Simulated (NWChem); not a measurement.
A series in which one site is exchanged, each optimised at PBE0/def2-SVP with NWChem, gas phase unless a solvent is named. Low-valent species are run as closed-shell singlets; no triplet was tried in these runs. For some, no frequency run checked for a minimum. def2 effective core potentials on Sn, I; no spin-orbit coupling.

A: [Sn]([F])[Br] (SnBrF; site = Br)
B: [F][SnH] (SnHF; site = H)
C: [F][Sn][F] (SnF$_{2}$; site = F)
D: [I][Sn][F] (SnIF; site = I)

Values for A:

| Property | Result |
|---|---|
| dipole (D), PBE0/def2-SVP | 3.40 |
| orbital gap (eV), PBE0/def2-SVP | 4.96 |
| vertical ionisation energy, ΔSCF, PBE/def2-SVP (eV) | 9.91 |
| static polarisability, CAM-B3LYP/def2-SVPD (bohr³) | 62.4 |
| lowest singlet excitation, CAM-B3LYP/def2-SVPD, TDA (eV) | 4.06 |

Q: How do these values change for the other members?

A: 
```csv
change from A,B,C,D
"dipole (D), PBE0/def2-SVP",-0.71,+0.23,-0.11
"orbital gap (eV), PBE0/def2-SVP",-0.83,+0.90,-0.53
"vertical ionisation energy, ΔSCF, PBE/def2-SVP (eV)",-0.71,+0.88,-0.50
"static polarisability, CAM-B3LYP/def2-SVPD (bohr³)",-20.3,-25.8,+16.2
"lowest singlet excitation, CAM-B3LYP/def2-SVPD, TDA (eV)",-1.14,+1.19,-0.57
```
